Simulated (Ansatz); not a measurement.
O₂Zr, triplet, at a GFN2-xTB geometry (such geometries of metal compounds can be far from the true shape) (the multiplicity is a formal guess) (core potentials on Zr). Base run: Ansatz (a quantum-chemistry and plane-wave program) with SVWN5/def2-SV(P).

The Ansatz input:
Ansatz 0.2 input:
```yaml
crystal:
  periodic: [false, false, false]
  atoms:
    - {symbol: Zr, position_ang: [-0.10578880, -0.11720182, -0.15197542]}
    - {symbol: O, position_ang: [1.51024709, 0.52381597, -0.66523424]}
    - {symbol: O, position_ang: [-0.98130307, 0.06219313, 1.42511134]}
basis:
  gaussian:
    orbitals: def2-SV_P_.json
hamiltonian:
  xc: {name: SVWN5}
magnetization: {spin_polarized: true, initial_magnetization: 2}
```
The basis file holds def2-SV(P) in the JSON format of the Basis Set Exchange.

The base run was repeated with changes; each row names its change, and settings that it needs were set with it.

| change | basis functions | E (Eh) |
|---|---|---|
| base | 52 | -196.17082 |
| basis = 3-21G | 57 | -3668.78922 |
| basis = def2-SVP | 59 | -196.18816 |
| basis = def2-SVPD | 80 | -196.19819 |
| basis = def2-TZVP | 102 | -196.38171 |
| basis = def2-TZVPP | 118 | -196.38547 |
| basis = def2-TZVPD | 120 | -196.38273 |
| basis = def2-QZVP | 186 | -196.39733 |
| basis = def2-QZVPP | 195 | -196.39774 |

Totals compare only among sets that treat the same electrons; sets with core potentials leave the core out.
